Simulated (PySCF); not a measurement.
**SMILES CC=C=C(C)N(C)C, C7H13N**

Molfile (atoms numbered from 1):
```
C7H13N
     RDKit          3D

 21 20  0  0  0  0  0  0  0  0999 V2000
    3.2978   -1.3194   -0.0475 C   0  0  0  0  0  0  0  0  0  0  0  0
    2.1463   -0.8157   -0.8691 C   0  0  0  0  0  0  0  0  0  0  0  0
    1.0638   -0.2427   -0.3975 C   0  0  0  0  0  0  0  0  0  0  0  0
   -0.0295    0.3885    0.0071 C   0  0  0  0  0  0  0  0  0  0  0  0
   -0.0179    1.8860    0.1677 C   0  0  0  0  0  0  0  0  0  0  0  0
   -1.2438   -0.2701    0.2445 N   0  0  0  0  0  0  0  0  0  0  0  0
   -1.2366   -1.6941    0.0430 C   0  0  0  0  0  0  0  0  0  0  0  0
   -2.0360    0.1630    1.3693 C   0  0  0  0  0  0  0  0  0  0  0  0
    4.2412   -0.8366   -0.3533 H   0  0  0  0  0  0  0  0  0  0  0  0
    3.1388   -1.1267    1.0226 H   0  0  0  0  0  0  0  0  0  0  0  0
    3.4374   -2.4045   -0.1883 H   0  0  0  0  0  0  0  0  0  0  0  0
    2.2399   -0.9544   -1.9584 H   0  0  0  0  0  0  0  0  0  0  0  0
    0.9081    2.2993   -0.2501 H   0  0  0  0  0  0  0  0  0  0  0  0
   -0.8748    2.3357   -0.3595 H   0  0  0  0  0  0  0  0  0  0  0  0
   -0.0738    2.1888    1.2258 H   0  0  0  0  0  0  0  0  0  0  0  0
   -0.8069   -1.9277   -0.9415 H   0  0  0  0  0  0  0  0  0  0  0  0
   -2.2681   -2.0755    0.0756 H   0  0  0  0  0  0  0  0  0  0  0  0
   -0.6381   -2.2377    0.8044 H   0  0  0  0  0  0  0  0  0  0  0  0
   -2.1605    1.2539    1.3682 H   0  0  0  0  0  0  0  0  0  0  0  0
   -3.0404   -0.2811    1.2984 H   0  0  0  0  0  0  0  0  0  0  0  0
   -1.6041   -0.1316    2.3498 H   0  0  0  0  0  0  0  0  0  0  0  0
  1  2  1  0
  2  3  2  0
  3  4  2  0
  4  5  1  0
  4  6  1  0
  6  7  1  0
  6  8  1  0
  1  9  1  0
  1 10  1  0
  1 11  1  0
  2 12  1  0
  5 13  1  0
  5 14  1  0
  5 15  1  0
  7 16  1  0
  7 17  1  0
  7 18  1  0
  8 19  1  0
  8 20  1  0
  8 21  1  0
M  END
```

Level of theory: quadratic response CAM-B3LYP/aug-cc-pVDZ first hyperpolarisability, Taylor convention, gas phase (PySCF). Geometry: PBE0-D3(BJ)/def2-SVP.

Give the tensor of the second harmonic β(−2ω;ω,ω) at 1064 nm in the axes of these coordinates.

In au, Taylor convention; rows are the first index (the induced dipole):
```csv
,xx,yy,zz,xy,xz,yz
x,-388.5,-19.6,-61.7,-13.2,+71.8,-0.9
y,-1.3,+74.9,+64.8,-18.2,-2.6,-41.6
z,+67.1,-48.1,-276.7,+2.8,-58.8,+63.8
```
Norm of βᵢ = ⅓ Σⱼ (βᵢⱼⱼ + βⱼᵢⱼ + βⱼⱼᵢ): 545.4 au, hyper-Rayleigh value 222.3 au.
